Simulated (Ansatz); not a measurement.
Reaction (ligand exchange at the Si–N bond): `F[SiH](F)N[SiH](Cl)Cl` + `[OH][GeH3]` → `Cl[SiH](Cl)[O][GeH3]` + `N[SiH](F)F`

Isolated molecules relaxed with PBE0-D4/def2-TZVP in Ansatz; ΔE leaves out vibrations. CCSD(T)/CBS is the MP2 limit (def2-TZVPP, def2-QZVPP) plus CCSD(T) − MP2 in def2-TZVPP, frozen cores. This one scheme is used for every species. DFT in def2-TZVPP. B3LYP here is the variant with VWN-RPA as its local correlation; programs differ in this. For Ge outer-core shells are correlated without core-valence functions, which leaves a few kJ/mol of doubt a bond. Scalar relativity is left out up to krypton. One conformer a species, not always the lowest.

`F[SiH](F)N[SiH](Cl)Cl`:

Cartesian coordinates in Å:
```
F 0.841 -2.269 0.382
Si 1.332 -0.781 0.160
F 2.542 -0.831 -0.863
N 0.129 0.165 -0.598
Si -1.397 0.667 -0.022
Cl -1.568 2.698 -0.115
Cl -1.515 0.037 1.914
H 1.797 -0.270 1.453
H 0.370 0.470 -1.533
H -2.532 0.114 -0.778
```

`[OH][GeH3]`:

```xyz
6

O    -1.061    0.845    0.206
Ge    0.417   -0.138    0.036
H    -1.816    0.458   -0.241
H     1.482    0.644    0.808
H     0.787   -0.275   -1.453
H     0.191   -1.535    0.645
```

`Cl[SiH](Cl)[O][GeH3]`:

Cartesian coordinates in Å:
```
Cl 0.006 1.628 -2.027
Si -0.744 1.327 -0.145
Cl -2.633 0.570 -0.352
O 0.189 0.313 0.675
Ge 0.872 -1.317 0.371
H -0.823 2.618 0.550
H -0.059 -2.052 -0.601
H 2.270 -1.104 -0.220
H 0.920 -1.984 1.748
```

`N[SiH](F)F`:

```xyz
7

N     0.679    0.601    0.533
Si   -0.481   -0.315   -0.274
F    -0.992    0.524   -1.520
F     0.061   -1.672   -0.901
H     0.926    0.411    1.489
H     1.395    1.119    0.049
H    -1.589   -0.667    0.625
```

```json
{"level": "PBE-D4", "ΔE (kJ/mol)": "-57.0", "difference from CCSD(T)/CBS": "7.0"}
{"level": "r2SCAN-D4", "ΔE (kJ/mol)": "-63.0", "difference from CCSD(T)/CBS": "1.0"}
{"level": "B3LYP-D4", "ΔE (kJ/mol)": "-64.5", "difference from CCSD(T)/CBS": "-0.5"}
{"level": "ωB97X-V", "ΔE (kJ/mol)": "-64.1", "difference from CCSD(T)/CBS": "-0.1"}
{"level": "ωB97M-V", "ΔE (kJ/mol)": "-63.4", "difference from CCSD(T)/CBS": "0.6"}
{"level": "B2PLYP", "ΔE (kJ/mol)": "-67.2", "difference from CCSD(T)/CBS": "-3.2"}
{"level": "PBE0", "ΔE (kJ/mol)": "-61.5", "difference from CCSD(T)/CBS": "2.5"}
{"level": "HF/def2-TZVPP", "ΔE (kJ/mol)": "-76.7", "difference from CCSD(T)/CBS": "-12.7"}
{"level": "MP2/def2-TZVPP", "ΔE (kJ/mol)": "-63.9", "difference from CCSD(T)/CBS": "0.1"}
{"level": "CCSD/def2-TZVPP", "ΔE (kJ/mol)": "-65.7", "difference from CCSD(T)/CBS": "-1.7"}
{"level": "CCSD(T)/def2-TZVPP", "ΔE (kJ/mol)": "-63.9", "difference from CCSD(T)/CBS": "0.1"}
{"level": "HF/def2-QZVPP", "ΔE (kJ/mol)": "-77.4", "difference from CCSD(T)/CBS": "-13.4"}
{"level": "MP2/def2-QZVPP", "ΔE (kJ/mol)": "-64.2", "difference from CCSD(T)/CBS": "-0.2"}
{"level": "SCS-MP2/def2-QZVPP", "ΔE (kJ/mol)": "-66.1", "difference from CCSD(T)/CBS": "-2.1"}
{"level": "HF/CBS(def2)", "ΔE (kJ/mol)": "-77.5", "difference from CCSD(T)/CBS": "-13.5"}
{"level": "MP2/CBS(def2)", "ΔE (kJ/mol)": "-64.0", "difference from CCSD(T)/CBS": "0.0"}
{"level": "CCSD(T)/CBS", "ΔE (kJ/mol)": "-64.0", "difference from CCSD(T)/CBS": "0"}
```

Largest T1 diagnostic among the species: 0.011.

In def2-TZVPP, CCSD(T) changes the Hartree–Fock value by +12.8 kJ/mol (the triples alone add +1.8 kJ/mol) and MP2 by +12.8 kJ/mol. The D4 term adds +3.4 kJ/mol with B3LYP and +1.9 kJ/mol with PBE0; it sums over pairs of atoms, weighted by their polarisabilities, and B3LYP, whose exchange is more repulsive, gets the larger term.
